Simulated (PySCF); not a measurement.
A geometry optimisation on `[I][Cr]([I])([I])([I])[I]` [radical].

Computed with PBE0-D3(BJ)/def2-SVP geometry optimisation, gas phase, def2 core potentials past Kr (PySCF 2.14.0). Start geometry: GFN2-xTB. The input is one job of a driver script: a line of settings, then coordinates in Å.

Command:
```bash
OMP_NUM_THREADS=1 python probes_run.py task.json out
```

Input:
```
{"job": {"xc": "PBE0", "basis": "def2-SVP", "d3": "d3bj", "grid": 1, "maxiter": 40, "shake": 0.03, "kind": "geom"}, "charge": 0, "multiplicity": 2}
Cr     0.062340    -0.075720     0.012170
I     -0.035790    -0.016200     2.662630
I     -0.041890     0.012980    -2.696730
I      2.696710     0.002230     0.006210
I     -1.322810     2.220600    -0.031480
I     -1.295430    -2.239910    -0.022080
```

Output:
```
step   0  E = -2532.83563234  max force = 0.010746
step   1  E = -2532.84147733  max force = 0.007770
step   2  E = -2532.84380795  max force = 0.016122
step   3  E = -2532.84621398  max force = 0.007266
step   4  E = -2532.84728419  max force = 0.002886
step   5  E = -2532.84744047  max force = 0.001610
step   6  E = -2532.84751205  max force = 0.001737
step   7  E = -2532.84755762  max force = 0.001080
step   8  E = -2532.84758352  max force = 0.000889
step   9  E = -2532.84761058  max force = 0.000785
... (17 lines left out)
step  27  E = -2532.85000075  max force = 0.006900
step  28  E = -2532.85220183  max force = 0.009855
step  29  E = -2532.85445371  max force = 0.010892
step  30  E = -2532.85602682  max force = 0.005727
step  31  E = -2532.85666400  max force = 0.004039
step  32  E = -2532.85732934  max force = 0.002430
step  33  E = -2532.85768451  max force = 0.001142
step  34  E = -2532.85782647  max force = 0.001214
step  35  E = -2532.85787990  max force = 0.000821
step  36  E = -2532.85788727  max force = 0.000446
optimisation converged
```

Energies in Eh; «max force» is the largest Cartesian gradient component in Eh/bohr.

Task: How much energy does the optimisation release, in kJ/mol?

Result: E(step 0) − E(last step) = 0.022255 Eh, which is 58.4 kJ/mol.

Summary of the converged run: final energy -2532.85789 Eh after 36 steps; dipole 2.03 D.

Task: Where do the atoms end?

Result: 0.608 Å rms from the input after alignment:
```
atom  x, y, z in Å
Cr1   -0.0637   -0.0006   -0.0123
I2    -0.7084   -0.0669    2.5672
I3    -0.4197    0.2769   -2.6343
I4     2.4465   -0.5215    0.0706
I5    -0.0683    2.6233   -0.4253
I6    -1.1232   -2.4073    0.3649
```

Task: Estimate the wall time. Hardware: one thread of an Arm Neoverse V2 (shared host). And the peak memory of the process?

Result: About 40 min, with 1.0 GiB resident at the peak, the Python interpreter and its libraries included.
Labels such as C1 count atoms from 1, the log's own numbers from 0.
